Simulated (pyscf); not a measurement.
## HC⁻=CH₂, singlet

Gas-phase minimum from PySCF at ωB97X-D3(BJ)/def2-SVPD, one conformer. 

```xyz
5

C      0.8143    -0.7063     1.1952
C      0.9527    -0.3247    -0.1002
H     -0.2676    -0.5705     1.4640
H      0.1359     0.0509    -0.7609
H      1.9306    -0.3591    -0.6210
```
Charge -1, spin multiplicity 1.

Bonds (Å): C1–C2 1.358, C1–H3 1.123, C2–H4 1.116, C2–H5 1.108. Angles (°): C2–C1–H3 107.0, C1–C2–H4 125.8, C1–C2–H5 122.0, H4–C2–H5 112.2.

Properties at ωB97X-D3(BJ)/def2-SVPD:

| Quantity | Value |
|---|---|
| Harmonic wavenumbers, unscaled | 851, 954, 1098, 1233, 1395, 1570, 2821, 2912, 2985 cm⁻¹ |
| Zero-point energy | 22.6 kcal/mol |
| Rotational symmetry number | 1 |
| Entropy of this conformer at 298 K and 1 atm, rigid rotor and harmonic oscillator, modes under 100 cm⁻¹ raised to 100 | 227.7 J/(mol K) |
| Dipole moment | depends on origin |

Single-point totals, which compare only within one level (frozen core for MP2 and CC):

| level | total energy (hartree) |
|---|---|
| ωB97X-D3(BJ)/def2-TZVPD | -77.98946 |
| PBE/def2-TZVPD | -77.84070 |
| r²SCAN/def2-TZVPD | -77.89593 |
| B3LYP-D3(BJ)/def2-TZVPD | -77.96217 |
| PBE0-D3(BJ)/def2-TZVPD | -77.84742 |
| M06-2X/def2-TZVPD | -77.90838 |
| ωB97M-D3(BJ)/def2-TZVPD | -77.97421 |
| HF/def2-TZVPPD | -77.39077 |
| MP2/def2-TZVPPD | -77.73698 |
| CCSD/def2-TZVPPD | -77.75684 |
| CCSD(T)/def2-TZVPPD | -77.77490 |

The CCSD(T) − MP2 part came from Ansatz, without density fitting, on the same reference.
